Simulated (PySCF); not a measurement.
# Structure elucidation problem

The spectra below were simulated for a compound C₅H₇NO₂Si.

¹H NMR (400 MHz, computed): δ 5.36 (m, 1H), 5.11 (m, 1H), 4.78 (m, 1H), 4.39 (m, 1H), 3.95 (m, 1H), 3.06 (m, 1H), 2.10 (m, 1H).

¹³C{¹H} NMR (computed): δ 204.4, 124.4, 74.6, 49.3, 36.4.

- structure optimised with GFN2-xTB
- NMR shieldings at PBE0/pcSseg-1/GIAO
- code: PySCF 2.14
- non-relativistic Hamiltonian, isolated molecule, one conformer

References, each an isolated molecule treated in the same way: ¹H (31.72 ppm), ¹³C (186.93 ppm) against TMS.

**Question.** Deduce the structure.

**Answer.** 
The formula gives 4 degrees of unsaturation (1 ring in the answer). 5 carbon signals for 5 carbons: no two carbons are equivalent. Carbon types of the structure: 2 × C, 1 × CH, 2 × CH2, leaving 2 H on heteroatoms. δC 204.4: ketone carbonyl carbon; the double bond to the heteroatom, with no lone-pair donor beside it, deshields it most. δC 124.4: nitrile carbon; C≡N carbons fall here, among the sp2 signals but without a proton. δC 74.6: sp3 CH2 bonded to O; deshielded by the electronegative neighbour. δC 49.3: sp3 CH α to a carbonyl; α to the electron-withdrawing carbonyl group. δC 36.4: sp3 CH2 bonded to Si, α to a carbonyl; the adjacent C=O deshields it moderately. δH 4.78, 4.39: hydrogen on an sp3 CH2 bonded to O; its carbon carries O, hence the downfield position. δH 3.06: hydrogen on an sp3 CH α to a carbonyl; α to C=O.

These data were computed for `N#C[C@@H]1CO[SiH2]CC1=O`.

The data come from this structure; uniqueness wasn't tested.

Shifts are as computed. Against solution values, carbons near 30 ppm lie about +3 ppm off and those near 130 ppm about +5 ppm. Of 1211 compounds with measured shifts, 218 miss one by over three times the rms of a fit or turn the order of signals round; such compounds aren't used in these exercises. No couplings were computed; multiplicities are counted from neighbouring protons, with m where these are inequivalent, close in shift, in a saturated or five-membered ring or joined by F or P, and br s for small geminal =CH2 splittings.
